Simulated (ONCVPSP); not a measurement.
## Varying the ONCV potential for iodine (I)

Base potential:

```
Element                 : iodine (I)
Generator               : ONCVPSP 4.0.1
Type                    : optimised norm-conserving Vanderbilt (ONCV)
Functional              : PBE
Relativity              : scalar-relativistic
Frozen core             : [Ar] 3d10
Valence charge          : 25
Reference configuration : 4s2 4p6 4d10 5s2 5p4 (charge +1)
Partial waves           : 4s+5s: rc 1.10 bohr, ncon 4, nbas 8, qcut 12.7 1/bohr, 2 projectors; 4p+5p: rc 1.15 bohr, ncon 3, nbas 8, qcut 11.4 1/bohr, 2 projectors; 4d: rc 1.40 bohr, ncon 3, nbas 7, qcut 10.8 1/bohr, 2 projectors, debl 2.5 Ha
Local potential         : polynomial inside 1.00 bohr (lpopt 5, dvloc0 0 Ha)
Core correction         : Teter function, fcfact 3.75, rcfact 1.2
```

All-electron outer shells of the reference configuration (PBE, scalar-relativistic, ld1.x):

| shell | level (eV) | outermost node (bohr) | outermost maximum (bohr) |
| --- | --- | --- | --- |
| 3p | -868.97 | 0.13 | 0.28 |
| 3d | -615.59 | – | 0.23 |
| 4s | -190.16 | 0.37 | 0.68 |
| 4p | -137.13 | 0.37 | 0.72 |
| 4d | -59.81 | 0.35 | 0.78 |
| 5s | -26.25 | 0.88 | 1.70 |
| 5p | -15.35 | 0.96 | 1.97 |

Cutoffs, loose and tight: the cutoffs (Ha) at which the residual kinetic energy of the hardest occupied pseudo-wave falls to 1 and 0.1 mHa per electron. They do not see the model core or the augmentation charge, which bear on the density cutoff. Test errors are all-electron minus pseudo excitation energies from the reference, over the configurations 4s2 4p6 4d10 5s2 5p5; 4s2 4p6 4d10 5s2 5p3; 4s2 4p6 4d10 5s2 5p2; 4s2 4p6 4d10 5s1 5p6. A dash means not determined; rows that change the core or the reference have their own tests.

1 further variants are left out, since the program set their typed debl aside.

A true bound ghost makes a file unfit for plane-wave use even where its test errors are small: the radial tests pick states by their node count and pass the ghost by.

```csv
change,outcome,"cutoff, loose","cutoff, tight",bound ghosts,GHOST(+) flags above zero,largest test error (meV)
base,generated,57 Ha,65 Ha,none,"s, d",-12
s: qcut 13.8; p: qcut 12.4; d: qcut 11.7,"failed: ERROR pspot: first pseudo wave function has node, program will stop",–,–,–,–,–
reference 4s2 4p6 4d10 5s1 5p6,generated,57 Ha,65 Ha,none,"s, d",-6.5
d: nproj 3,generated,57 Ha,65 Ha,none,s,-12
"core correction Teter function, fcfact 3, rcfact 1.2",generated,57 Ha,65 Ha,none,"s, d",-12
"p: ncon 4, nbas 9",generated,57 Ha,65 Ha,none,"s, d",-12
```

Q: What comes out with this change to the base: local potential polynomial inside 1.00 bohr (lpopt 5, dvloc0 2.5 Ha)?

A: outcome: generated; cutoff, loose: 57 Ha; cutoff, tight: 65 Ha; bound ghosts: s; GHOST(+) flags above zero: none; largest test error (meV): +57.

Q: What comes out with this change to the base: p: qcut 14.4?

A: outcome: generated; cutoff, loose: 64 Ha; cutoff, tight: 76 Ha; bound ghosts: none; GHOST(+) flags above zero: s, d; largest test error (meV): -12.

Q: What comes out with this change to the base: s: nbas 7?

A: outcome: generated; cutoff, loose: 56 Ha; cutoff, tight: 64 Ha; bound ghosts: none; GHOST(+) flags above zero: s, d; largest test error (meV): -12.
